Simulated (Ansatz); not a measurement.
Species: C8H10SSi, SMILES `C=Cc1cc([SiH3])ccc1S` (C–C–C–C torsion 34°, C–C–S–H torsion 38°) (charge 0, multiplicity 1).

**Question.** Give a relaxed geometry from B3LYP-D3(BJ)/def2-SVP run with Ansatz (a first-principles code).

**Answer.** This is not unique; one that fits is the end point of this relaxation, one of several conformers (outside a Z-matrix the atoms follow the SMILES, hydrogens last).
Z-matrix (Å, degrees):
```
C
H 1 1.0934
C 1 1.4020 2 119.70
C 1 1.4062 2 117.52 3 178.05
C 3 1.4065 1 117.82 2 178.06
C 5 1.3935 3 120.85 1 0.81
H 6 1.0923 5 120.13 3 177.82
H 5 1.0935 6 118.89 7 -1.24
C 6 1.4014 7 119.24 5 178.61
C 4 1.4734 1 120.79 2 -0.32
C 10 1.3406 4 125.71 1 34.25
H 11 1.0928 10 121.06 4 -177.82
H 11 1.0941 12 117.00 10 179.43
H 10 1.0957 11 118.97 12 2.14
S 9 1.7855 6 117.15 7 2.21
H 15 1.3520 9 97.23 6 -142.66
Si 3 1.8808 1 120.92 2 -0.08
H 17 1.4917 3 109.36 1 -159.99
H 17 1.4923 18 109.64 3 -120.88
H 17 1.4940 18 108.40 19 -117.53
```
